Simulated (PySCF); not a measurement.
A series of related molecules.

All values: wB97X-D/def2-SVPD (PySCF) at GFN2-xTB geometries, gas phase, one conformer each. Core orbitals are frozen in the response; Δα² is half the sum of the squared differences of the principal polarisabilities.

Question: Rank by polarisability anisotropy Δα, highest first.
A. `[CH2:1]=[N:2][Si@H:3]1[SiH2:4][C:5]([F:6])=[C:7]1[CH3:8]` with C1–N2–Si3–Si4 135°
B. `[CH2:1]=[CH:2][Si@@H:3]1[SiH2:4][C:5]([F:6])=[C:7]1[CH3:8]` with C1–C2–Si3–Si4 64°
C. `[CH3:1][C:2]1=[C:3]([F:4])[SiH2:5][Si@H:6]1[SH:7]` with Si5–Si6–S7–H 42°
D. `[CH3:1][C:2]1=[C:3]([F:4])[SiH2:5][Si@H:6]1[OH:7]` with Si5–Si6–O7–H 43°
E. `CC1=C(F)[SiH2][Si@H]1C#N`

Answer: A (6.17 Å³), C (5.43 Å³), E (5.08 Å³), D (4.76 Å³), B (4.00 Å³).

Question: Rank by mean static polarisability, lowest first.
A. `C=N[Si@H]1[SiH2]C(F)=C1C`
B. `CC1=C(F)[SiH2][Si@H]1O`
C. `CS[Si@@H]1[SiH2]C(F)=C1C`
D. `CC1=C(F)[SiH2][Si@H]1C#N`
E. `CC1=C(F)[SiH2][SiH2]1`
F. `C1(C)[Si@H](C=C)[SiH2]C=1F`

Answer: E (13.37 Å³), B (13.62 Å³), D (15.29 Å³), A (16.36 Å³), F (16.74 Å³), C (18.03 Å³).

All values together:

| SMILES | change | formula | μ (D) | HOMO (eV) | LUMO (eV) | α (Å³) | Δα (Å³) | electrons | α per electron (Å³) |
| --- | --- | --- | --- | --- | --- | --- | --- | --- | --- |
| CC1=C(F)[SiH2][SiH2]1 | parent | C3H7FSi2 | 1.55 | -9.30 | 1.37 | 13.37 | 5.05 | 62 | 0.216 |
| CC1=C(F)[SiH2][Si@H]1O | H on Si replaced by OH | C3H7FOSi2 | 1.08 | -9.37 | 1.24 | 13.62 | 4.76 | 70 | 0.195 |
| C=N[Si@H]1[SiH2]C(F)=C1C | H on Si replaced by N=CH2 | C4H8FNSi2 | 3.34 | -9.11 | 0.53 | 16.36 | 6.17 | 76 | 0.215 |
| CS[Si@@H]1[SiH2]C(F)=C1C | H on Si replaced by SCH3 | C4H9FSSi2 | 0.32 | -8.56 | 1.24 | 18.03 | 4.15 | 86 | 0.210 |
| C=C[Si@@H]1[SiH2]C(F)=C1C | H on Si replaced by vinyl | C5H9FSi2 | 2.01 | -9.24 | 0.84 | 16.74 | 4.00 | 76 | 0.220 |
| CC1=C(F)[SiH2][Si@H]1S | H on Si replaced by SH | C3H7FSSi2 | 0.40 | -8.98 | 1.19 | 16.40 | 5.43 | 78 | 0.210 |
| CC1=C(F)[SiH2][Si@H]1C#N | H on Si replaced by CN | C4H6FNSi2 | 3.27 | -9.84 | 0.47 | 15.29 | 5.08 | 74 | 0.207 |

Conformers: `[CH3:1][C:2]1=[C:3]([F:4])[SiH2:5][Si@H:6]1[OH:7]` with Si5–Si6–O7–H 43°; `[CH2:1]=[N:2][Si@H:3]1[SiH2:4][C:5]([F:6])=[C:7]1[CH3:8]` with C1–N2–Si3–Si4 135°; `[CH3:1][S:2][Si@@H:3]1[SiH2:4][C:5]([F:6])=[C:7]1[CH3:8]` with C1–S2–Si3–Si4 39°; `[CH2:1]=[CH:2][Si@@H:3]1[SiH2:4][C:5]([F:6])=[C:7]1[CH3:8]` with C1–C2–Si3–Si4 64°; `[CH3:1][C:2]1=[C:3]([F:4])[SiH2:5][Si@H:6]1[SH:7]` with Si5–Si6–S7–H 42°.

Give the shifts from the parent, `CC1=C(F)[SiH2][SiH2]1`.

```csv
SMILES,change in μ (D),change in HOMO (eV),change in LUMO (eV),change in mean α (Å³)
CC1=C(F)[SiH2][Si@H]1O,-0.47,-0.07,-0.13,+0.25
C=N[Si@H]1[SiH2]C(F)=C1C,+1.79,+0.19,-0.84,+2.99
CS[Si@@H]1[SiH2]C(F)=C1C,-1.23,+0.74,-0.13,+4.66
C=C[Si@@H]1[SiH2]C(F)=C1C,+0.46,+0.06,-0.53,+3.37
CC1=C(F)[SiH2][Si@H]1S,-1.15,+0.32,-0.18,+3.03
CC1=C(F)[SiH2][Si@H]1C#N,+1.72,-0.54,-0.90,+1.92
```

How closely does the mean polarisability follow the number of electrons in this set?

The correlation coefficient is 0.94; α per electron runs from 0.195 to 0.220 Å³.
